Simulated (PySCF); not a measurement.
Species: CH₉PSi₂.
Atom-mapped SMILES: `[SiH3:1][CH2:2][SiH2:3][PH2:4]` (hydrogens: H5, H6, H7 on Si1; H8, H9 on C2; H10, H11 on Si3; H12, H13 on P4)

Jobs on this species (13 atoms, 58 electrons) with PySCF (density fitting). Hardware of each: an Arm Neoverse V1 with one thread, shared host. The host was shared with other jobs, so the times are rough. Peak memory is the resident size of the whole Python process, interpreter and libraries included.

```csv
level and settings,work,basis functions,SCF cycles,wall time,peak memory
"delta-SCF UKS SCAN, pcX-2 on the ionised atom, pcseg-1 elsewhere, non-relativistic","ΔSCF core ionisation, 7 holes",155,?,?,?
"delta-SCF UKS B3LYP, pcX-2 on the ionised atom, pcseg-1 elsewhere, spin-free X2C","ΔSCF core ionisation, 7 holes",155,?,?,?
"delta-SCF UKS SCAN, def2-TZVP on the ionised atom, pcseg-1 elsewhere, spin-free X2C","ΔSCF core ionisation, 7 holes",132,91,35 s,0.52 GiB
"delta-SCF UKS SCAN, pcX-2 on the ionised atom, pcseg-1 elsewhere, spin-free X2C","ΔSCF core ionisation, 7 holes",155,94,38 s,0.60 GiB
"delta-SCF UKS HF, pcX-2 on the ionised atom, pcseg-1 elsewhere, spin-free X2C","ΔSCF core ionisation, 7 holes",155,84,29 s,0.60 GiB
"delta-SCF UKS PBE, pcX-2 on the ionised atom, pcseg-1 elsewhere, spin-free X2C","ΔSCF core ionisation, 7 holes",155,93,24 s,0.58 GiB
"PBE0-D3(BJ)/def2-SVP, grid level 1",geometry optimisation from a GFN2-xTB start shaken at random,113,31,24 s,0.47 GiB
"delta-SCF UKS SCAN, pcX-1 on the ionised atom, pcseg-1 elsewhere, spin-free X2C","ΔSCF core ionisation, 7 holes",135,90,31 s,0.52 GiB
"delta-SCF UKS PBE0, pcX-2 on the ionised atom, pcseg-1 elsewhere, spin-free X2C","ΔSCF core ionisation, 7 holes",155,79,44 s,0.63 GiB
```

Fill in the missing figures.

- delta-SCF UKS SCAN, pcX-2 on the ionised atom, pcseg-1 elsewhere, non-relativistic; ΔSCF core ionisation, 7 holes: 37 s, 0.58 GiB, 94 SCF cycles
- delta-SCF UKS B3LYP, pcX-2 on the ionised atom, pcseg-1 elsewhere, spin-free X2C; ΔSCF core ionisation, 7 holes: 47 s, 0.62 GiB, 84 SCF cycles

What do all jobs in the table cost together?

About 5.2 min; the longest takes about 15 % of that, and about 2 times as long as the shortest.
